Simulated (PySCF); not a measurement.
PySCF input file for Al(CF3)(Me)2 (C3H6AlF3), SMILES [CH3][Al]([CH3])[C](F)(F)F, TDA-CAM-B3LYP/def2-SVPD. The structure is a stationary point at ωB97X-D3(BJ)/def2-SVP.

```python
import numpy as np
from pyscf import gto, scf, dft, tdscf

mol = gto.M(
    atom='''
    Al   -0.05450064    0.25346346    0.98054227
    C     0.01063990   -0.28455751   -0.96740815
    F    -1.10461548    0.03659612   -1.66991665
    F     0.21436042   -1.60988486   -1.17210724
    F     1.04403832    0.35523574   -1.58907518
    C    -1.09047046    1.85261908    1.37279773
    H    -0.59514946    2.73545305    0.92915680
    H    -1.21314984    2.04884322    2.44984758
    H    -2.09281634    1.80295637    0.91399691
    C     1.00079038   -0.84572319    2.18990201
    H     0.92922811   -0.53809609    3.24523587
    H     2.06651229   -0.80887825    1.90083282
    H     0.70407552   -1.90685684    2.12202268
    ''',
    basis='def2-SVPD',
    charge=0,
    spin=0,
    max_memory=1600,
    verbose=4,
)
mf = dft.RKS(mol, xc='cam-b3lyp').density_fit(auxbasis='def2-universal-jkfit')
mf.grids.level = 3
mf.conv_tol = 1e-9
mf.max_cycle = 100
mf.kernel()
mf.grids = dft.Grids(mol).set(level=1).build(with_non0tab=True)  # coarser grid for the response kernel
td = tdscf.TDA(mf)
td.singlet = True
td.nstates = 6
td.conv_tol = 1e-4
td.positive_eig_threshold = 1e-6
td.kernel(x0=td.get_init_guess(mf, 11))
td.analyze()
tt = tdscf.TDA(mf)
tt.singlet = False
tt.nstates = 2
tt.conv_tol = 1e-4
tt.positive_eig_threshold = 1e-6
tt.kernel(x0=tt.get_init_guess(mf, 7))
tt.analyze(verbose=3)
```

Log of the run:

```
PySCF version 2.14.0

[INPUT] verbose = 4
[INPUT] num. atoms = 13
[INPUT] num. electrons = 64
[INPUT] charge = 0
[INPUT] spin (= nelec alpha-beta = 2S) = 0
[INPUT] symmetry False subgroup None
[INPUT] Mole.unit = angstrom
[INPUT] Symbol           X                Y                Z      unit          X                Y                Z       unit  Magmom
[INPUT]  1 Al    -0.054500640000   0.253463460000   0.980542270000 AA   -0.102991283214   0.478976521985   1.852956343859 Bohr   0.0
[INPUT]  2 C      0.010639900000  -0.284557510000  -0.967408150000 AA    0.020106496993  -0.537735760588  -1.828136454172 Bohr   0.0
[INPUT]  3 F     -1.104615480000   0.036596120000  -1.669916650000 AA   -2.087420730155   0.069156644022  -3.155685119351 Bohr   0.0
[INPUT]  4 F      0.214360420000  -1.609884860000  -1.172107240000 AA    0.405082485747  -3.042241477484  -2.214961672220 Bohr   0.0
[INPUT]  5 F      1.044038320000   0.355235740000  -1.589075180000 AA    1.972946488351   0.671298258257  -3.002916881544 Bohr   0.0
[INPUT]  6 C     -1.090470460000   1.852619080000   1.372797730000 AA   -2.060690516328   3.500942674344   2.594211734125 Bohr   0.0
[INPUT]  7 H     -0.595149460000   2.735453050000   0.929156800000 AA   -1.124669482583   5.169257091106   1.755851878777 Bohr   0.0
[INPUT]  8 H     -1.213149840000   2.048843220000   2.449847580000 AA   -2.292520945660   3.871752557972   4.629540973128 Bohr   0.0
[INPUT]  9 H     -2.092816340000   1.802956370000   0.913996910000 AA   -3.954849711615   3.407093753840   1.727203838599 Bohr   0.0
[INPUT] 10 C      1.000790380000  -0.845723190000   2.189902010000 AA    1.891219726299  -1.598185206294   4.138315038535 Bohr   0.0
[INPUT] 11 H      0.929228110000  -0.538096090000   3.245235870000 AA    1.755986635147  -1.016854238799   6.132607003915 Bohr   0.0
[INPUT] 12 H      2.066512290000  -0.808878250000   1.900832820000 AA    3.905142261148  -1.528558360617   3.592053438385 Bohr   0.0
[INPUT] 13 H      0.704075520000  -1.906856840000   2.122022680000 AA    1.330509903811  -3.603437186354   4.010041695316 Bohr   0.0

nuclear repulsion = 376.63658199417
number of shells = 85
number of NR pGTOs = 291
number of NR cGTOs = 201
basis = def2-SVPD
ecp = {}


[settings echo left out]
init E= -659.832719115558
  HOMO = -0.301722131080159  LUMO = -0.0413667928971808  gap/eV = 7.08463
cycle= 1 E= -659.252606904077  delta_E= 0.58  |g|= 0.897  |ddm|= 4.11
  HOMO = -0.321868194144852  LUMO = -0.030018110073847  gap/eV = 7.94165
cycle= 2 E= -659.19432230315  delta_E= 0.0583  |g|= 1.13  |ddm|= 1.52
  HOMO = -0.355249877753725  LUMO = -0.0153658732678297  gap/eV = 9.24871
cycle= 3 E= -659.410929616929  delta_E= -0.217  |g|= 0.0634  |ddm|= 0.799
  HOMO = -0.360752722369947  LUMO = -0.0141268557636947  gap/eV = 9.43217
cycle= 4 E= -659.411651977591  delta_E= -0.000722  |g|= 0.0327  |ddm|= 0.111
  HOMO = -0.359343948478663  LUMO = -0.0128955270844582  gap/eV = 9.42734
cycle= 5 E= -659.41190469154  delta_E= -0.000253  |g|= 0.00433  |ddm|= 0.041
  HOMO = -0.360170581814929  LUMO = -0.0132223761055892  gap/eV = 9.44094
cycle= 6 E= -659.411910480252  delta_E= -5.79e-06  |g|= 0.0015  |ddm|= 0.0111
  HOMO = -0.360138993272537  LUMO = -0.013191321293899  gap/eV = 9.44093
cycle= 7 E= -659.411910882912  delta_E= -4.03e-07  |g|= 0.000798  |ddm|= 0.00218
  HOMO = -0.360116477949304  LUMO = -0.0131800326739011  gap/eV = 9.44062
cycle= 8 E= -659.411910999109  delta_E= -1.16e-07  |g|= 0.000144  |ddm|= 0.000891
  HOMO = -0.360134408916384  LUMO = -0.0131896914182343  gap/eV = 9.44085
cycle= 9 E= -659.411911004158  delta_E= -5.05e-09  |g|= 3.02e-05  |ddm|= 0.000263
  HOMO = -0.360132519234373  LUMO = -0.0131879438823033  gap/eV = 9.44084
cycle= 10 E= -659.411911004439  delta_E= -2.81e-10  |g|= 7.31e-06  |ddm|= 7.77e-05
  HOMO = -0.360132156118673  LUMO = -0.0131871727670978  gap/eV = 9.44085
Extra cycle  E= -659.411911004453  delta_E= -1.34e-11  |g|= 4.43e-06  |ddm|= 2.53e-05
converged SCF energy = -659.411911004453
tot grids = 52624
Overwritten attributes  positive_eig_threshold  of <class 'pyscf.tdscf.rks.TDA'>


******** <class 'pyscf.tdscf.rks.TDA'> for <class 'pyscf.df.df_jk.DFRKS'> ********
nstates = 6 singlet
deg_eia_thresh = 1.000e-03
wfnsym = None
conv_tol = 0.0001
eigh lindep = 1e-12
eigh level_shift = 0
eigh max_cycle = 100


Excitation energies (eV)
[5.72867139 5.86895337 7.13888125 7.35759727 8.48938588 8.49776263]

** Singlet excitation energies and oscillator strengths **
Excited State   1:      5.72867 eV    216.43 nm  f=0.0008
      32 -> 33       -0.69754
Excited State   2:      5.86895 eV    211.25 nm  f=0.0005
      31 -> 33        0.69660
Excited State   3:      7.13888 eV    173.67 nm  f=0.1780
      32 -> 34       -0.68372
Excited State   4:      7.35760 eV    168.51 nm  f=0.0386
      31 -> 34        0.67619
Excited State   5:      8.48939 eV    146.05 nm  f=0.0351
      30 -> 34        0.14704
      31 -> 35        0.18762
      31 -> 36       -0.10162
      32 -> 35        0.62213
Excited State   6:      8.49776 eV    145.90 nm  f=0.0549
      31 -> 35       -0.59043
      31 -> 39        0.15581
      31 -> 44        0.12590
      32 -> 35        0.20109
      32 -> 37       -0.12726

** Transition electric dipole moments (AU) **
state          X           Y           Z        Dip. S.      Osc.
  1        -0.0439      0.0580     -0.0160      0.0055      0.0008
  2        -0.0006     -0.0171     -0.0540      0.0032      0.0005
  3        -0.5935      0.7816     -0.2334      1.0177      0.1780
  4         0.0013     -0.1264     -0.4454      0.2143      0.0386
  5        -0.0726      0.2616      0.3087      0.1690      0.0351
  6         0.3025     -0.3415      0.2356      0.2636      0.0549

** Transition velocity dipole moments (imaginary part, AU) **
state          X           Y           Z        Dip. S.      Osc.
  1        -0.0080      0.0107     -0.0033      0.0002      0.0006
  2        -0.0117     -0.0127     -0.0128      0.0005      0.0014
  3        -0.1534      0.2010     -0.0600      0.0675      0.1716
  4         0.0019     -0.0358     -0.1292      0.0180      0.0443
  5        -0.0165      0.0644      0.0937      0.0132      0.0282
  6         0.0656     -0.0713      0.0604      0.0130      0.0278

** Transition magnetic dipole moments (imaginary part, AU) **
state          X           Y           Z
  1         0.0181      0.2926      0.9346
  2        -0.2740      0.3588     -0.1037
  3         0.5686      0.3908     -0.1367
  4        -0.0112      0.0142     -0.0082
  5        -0.0401     -0.0549      0.0498
  6         0.1530      0.0882     -0.0949


******** <class 'pyscf.tdscf.rks.TDA'> for <class 'pyscf.df.df_jk.DFRKS'> ********
nstates = 2 triplet
deg_eia_thresh = 1.000e-03
wfnsym = None
conv_tol = 0.0001
eigh lindep = 1e-12
eigh level_shift = 0
eigh max_cycle = 100


Excitation energies (eV)
[5.38289299 5.41939001]

** Triplet excitation energies and oscillator strengths **
Excited State   1:      5.38289 eV    230.33 nm  f=0.0000
Excited State   2:      5.41939 eV    228.78 nm  f=0.0000
```

The run converged.
